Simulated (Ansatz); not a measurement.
`NC(N)=S` and `NC(=S)[SeH]` differ in one atom or group.

Ansatz, PBE0-D4/def2-TZVP geometries, multiplicity 1. Each molecule was computed in one conformer, which needn't be the lowest.

Scalar relativity is left out up to krypton.

```json
{"property": "HOMO–LUMO gap (ωB97M-V/def2-TZVPP) / eV", "`NC(N)=S`": "10.04"}
{"property": "HOMO–LUMO gap (PBE/def2-TZVPP) / eV", "`NC(N)=S`": "3.79"}
{"property": "HOMO energy (B3LYP/def2-TZVPP) / eV", "`NC(N)=S`": "-5.77"}
{"property": "LUMO energy (PBE0/def2-TZVPP) / eV", "`NC(N)=S`": "-0.10"}
{"property": "zero-point energy (PBE0-D4/def2-TZVP) / kJ/mol", "`NC(N)=S`": "161.7"}
{"property": "size of the dipole moment (PBE/def2-TZVPP) / D", "`NC(N)=S`": "4.88"}
```

(1) What does the change do to each property? (An estimate is asked.)

Answers

(1) Ansatz gave: 
```csv
property,`NC(=S)[SeH]`,shift
HOMO–LUMO gap (ωB97M-V/def2-TZVPP) / eV,9.53,-0.51
HOMO–LUMO gap (PBE/def2-TZVPP) / eV,3.30,-0.49
HOMO energy (B3LYP/def2-TZVPP) / eV,-6.13,-0.36
LUMO energy (PBE0/def2-TZVPP) / eV,-1.07,-0.97
zero-point energy (PBE0-D4/def2-TZVP) / kJ/mol,110.3,-51.4
size of the dipole moment (PBE/def2-TZVPP) / D,3.22,-1.66
```

With PBE0 the HOMO falls by 0.36 eV and the LUMO falls by 0.97 eV, so the gap narrows by about 0.61 eV. PBE moves the HOMO by -0.41 eV and ωB97M-V by -0.29 eV. The zero-point energy changes by -51.4 kJ/mol with -3 modes. Dipoles are sizes alone; their direction can turn.

B3LYP here is the variant with VWN-RPA as its local correlation; programs differ in this.

Spin–orbit coupling is left out; it splits and shifts lone-pair levels of the heavy atoms by tenths of an eV.
